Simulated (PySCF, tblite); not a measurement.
Species: C9H11P.
Bonds: C1–C2, C2–C3 (aromatic), C3–P4 (aromatic), P4–C5 (aromatic), C5–C6 (aromatic), C6–C7, C7–C8, C8–C9, C6–C10 (aromatic), C2–C10 (aromatic), C7–C9. Hydrogens: H11, H12, H13 on C1; H14 on C3; H15 on C5; H16 on C7; H17, H18 on C8; H19, H20 on C9; H21 on C10.

Structure optimised with GFN2-xTB, isolated species.

Problem. What internal coordinates does the optimisation give?

Solution. 
```tsv
bond	length (pm)	order
C1–C2	150.2	single
C2–C3	138.4	aromatic
C3–P4	172.9	aromatic
P4–C5	172.9	aromatic
C5–C6	138.6	aromatic
C6–C7	148.2	single
C7–C8, C7–C9	150.7	single
C8–C9	149.1	single
C6–C10	139.3	aromatic
C2–C10	138.8	aromatic
C1–H11, C1–H12, C1–H13	108.9	single
C3–H14	108.4	single
C5–H15	108.3	single
C7–H16	108.4	single
C8–H17, C9–H19	107.9	single
C8–H18, C9–H20	107.9	single
C10–H21	108.2	single
```

Bonds in one row agree within 1 pm and their mean is given. Orders are formal, as drawn. A selection of angles:
```tsv
angle	degrees
C1–C2–C3	118.8
C1–C2–C10	119.2
C3–C2–C10	122.0
C2–C3–P4	125.6
C3–P4–C5	100.4
P4–C5–C6	125.9
C5–C6–C7	120.8
C5–C6–C10	121.5
C7–C6–C10	117.8
C6–C7–C8	121.4
C8–C7–C9	59.3
C7–C8–C9	60.3
C2–C10–C6	124.5
```

Torsions: C5–C6–C7–C8 35° (synclinal); C6–C7–C8–C9 -110° (anticlinal); C6–C7–C9–C8 110° (anticlinal). The mirror-image conformer, all signs reversed, is as good.

The 6-membered ring C2–C3–P4–C5–C6–C10 has internal angles of 100.4° to 125.9°; it is planar, 0.00 Å rms from its mean plane, widest ring torsion 0°. The 9 C–C bonds span 1.384 Å (C2–C3, aromatic) to 1.507 Å (C7–C8, drawn single), a spread of 0.123 Å. Of the pairs four or more bonds apart, H16···H21 is among the closest relative to their van der Waals radii: 2.25 Å, 94 % of the sum of Bondi's values. The 3-membered ring C7–C8–C9 has internal angles of 59.3° to 60.4°. P4 (phosphorus bonded to 2 C) is bent (angle 100.4°).

GFN2-xTB frequencies show an imaginary mode (26i cm⁻¹), so the point is no minimum at that level.

The numbers are calculated, not measured.
